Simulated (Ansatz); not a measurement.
The same atomization along the group B, Al, Ga, In.

Isolated molecules relaxed with PBE0-D4/def2-TZVP in Ansatz; ΔE leaves out vibrations. CBS: MP2 limit from def2 TZ/QZ plus the TZ coupled-cluster correction, frozen cores. This one scheme is used for every species, atoms too. DFT in def2-TZVPP. B3LYP here is the variant with VWN-RPA as its local correlation; programs differ in this. Open shells (•) are unrestricted, without spin–orbit coupling. Spin–orbit coupling would lower the free atoms: a little for Al, B; clearly for Br, Ga; strongly for In. Elements past krypton have def2 core potentials. Bonds to Br, Ga, In are less sure, by a few kJ/mol each and by 10 to 20 or more in all where they break to atoms, as the def2 sets lack core-valence functions. Scalar relativity is left out up to krypton. One conformer a species, not always the lowest.

```json
{"reaction": "`NB(N)Br` → Br• + 4 H• + B• + 2 N•", "CCSD(T)/def2-SVP (kJ/mol)": "2754", "ωB97X-V (kJ/mol)": "2966", "B3LYP-D4 (kJ/mol)": "2973", "CCSD(T)/CBS(def2) (kJ/mol)": "2953"}
{"reaction": "`[NH2][Al]([NH2])[Br]` → Br• + 4 H• + Al• + 2 N•", "CCSD(T)/def2-SVP (kJ/mol)": "2474", "ωB97X-V (kJ/mol)": "2715", "B3LYP-D4 (kJ/mol)": "2705", "CCSD(T)/CBS(def2) (kJ/mol)": "2719"}
{"reaction": "`[NH2][Ga]([NH2])[Br]` → Br• + 4 H• + Ga• + 2 N•", "CCSD(T)/def2-SVP (kJ/mol)": "2303", "ωB97X-V (kJ/mol)": "2524", "B3LYP-D4 (kJ/mol)": "2497", "CCSD(T)/CBS(def2) (kJ/mol)": "2529"}
{"reaction": "`[NH2][In]([NH2])[Br]` → Br• + 4 H• + In• + 2 N•", "CCSD(T)/def2-SVP (kJ/mol)": "2126", "ωB97X-V (kJ/mol)": "2371", "B3LYP-D4 (kJ/mol)": "2340", "CCSD(T)/CBS(def2) (kJ/mol)": "2379"}
```

Largest T1 diagnostic: 0.018, for Al•.

For atomizations the MP2-based limit and the directly extrapolated one differ by several kJ/mol either way, and by 10 to 25 for some Ge, Se and Sn compounds, so smaller differences from it don't rank the levels.
